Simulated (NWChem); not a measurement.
Molecule: hydrogen selenide (H2Se); SMILES [SeH2]

All runs: NWChem. Pople sets run with spherical d functions. STO-3G and 3-21G are far too small for this property and stand as cheap habits. Geometry: optimised at PBE-D3(BJ)/def2-SVP. Vertical excitations in the gas phase; the lowest state need not have the same character in each row.

```tsv
level	basis functions	lowest excitation, singlet (eV)	oscillator strength of that lowest state	lowest state with f > 0.02, singlet (eV)	oscillator strength of that bright state	orbital gap (eV)	relative time
Hartree-Fock/3-21G, CIS	26	5.92	0.000	10.36	0.340	13.72	1
Hartree-Fock/6-31G*, CIS	36	5.62	0.000	10.09	0.292	13.38	4
Hartree-Fock/def2-SVP, CIS	42	5.66	0.000	10.01	0.279	13.48	3
Hartree-Fock/def2-SVPD, CIS	57	5.48	0.000	6.12	0.057	11.71	7
Hartree-Fock/def2-TZVP, CIS	60	5.52	0.000	9.58	0.169	13.04	10
Hartree-Fock/aug-cc-pVDZ, CIS	54	5.47	0.000	5.93	0.056	10.70	50
Hartree-Fock/def2-TZVPD, CIS	75	5.47	0.000	6.09	0.054	11.53	20
```

Times are rough ratios from one shared machine.
